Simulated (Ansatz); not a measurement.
`[OH][Zr]([F])([Cl])[I]` + NH₃ → `[NH2][Zr]([OH])([F])[Cl]` + HI at 400 K and 1 bar (ligand exchange at a Zr–I bond).

Computed with Ansatz on PBE0-D4/def2-TZVP structures; ΔE is electronic, products minus reactants. CBS: MP2 limit from def2 TZ/QZ plus the TZ coupled-cluster correction, frozen cores. This one scheme is used for every species. def2 core potentials past Kr. For I, Zr outer-core shells are correlated without core-valence functions, which leaves a few kJ/mol of doubt a bond. Each species was taken in one conformer, which may not be the lowest.

```
                   species  CCSD(T)/CBS energy (Eh)  H − E (kJ/mol)  S (J/(mol·K))
  `[OH][Zr]([F])([Cl])[I]`               -980.07339            78.6          433.7
                       NH₃                -56.50880           104.2          203.1
`[NH2][Zr]([OH])([F])[Cl]`               -738.51230           144.0          422.7
                        HI               -298.03592            25.7          215.0
```

H − E and S are ideal-gas, rigid-rotor, harmonic terms from PBE0-D4/def2-TZVP, for one conformer and one mirror image of each species. 1 Eh = 2625.50 kJ/mol, R = 8.31446 J/(mol·K).

By hand: ΔE, ΔH, ΔS and ΔG.

ΔE = (-738.51230) + (-298.03592) − (-980.07339) − (-56.50880) = 0.03397 Eh = 89.2 kJ/mol. Δ(H − E) = 144.0 + 25.7 − 78.6 − 104.2 = -13.1, so ΔH = 76.1 kJ/mol. ΔS = 422.7 + 215.0 − 433.7 − 203.1 = 0.9 J/(mol·K). ΔG = 76.1 − 400 × (0.9)/1000 = 75.7 kJ/mol.

By hand: the equilibrium constant, and the temperature at which ΔG would vanish if ΔH and ΔS stayed fixed.

log₁₀ K = −ΔG/(RT ln 10) = -9.9. ΔG = 0 at ΔH/ΔS = 84556 K, far beyond where these terms or the molecules hold.

The number of gas molecules stays the same, so ΔS is small and ΔH decides. A doubt of 5 kJ/mol in ΔE shifts log₁₀ K by 0.7 here. Other conformers and mirror images would add mixing entropy, several J/(mol·K) or more a flexible species. These are equilibria of isolated gas molecules and say nothing of rates. Largest T1 diagnostic: 0.016 (customary marks: 0.02 for closed shells, 0.045 for open ones).
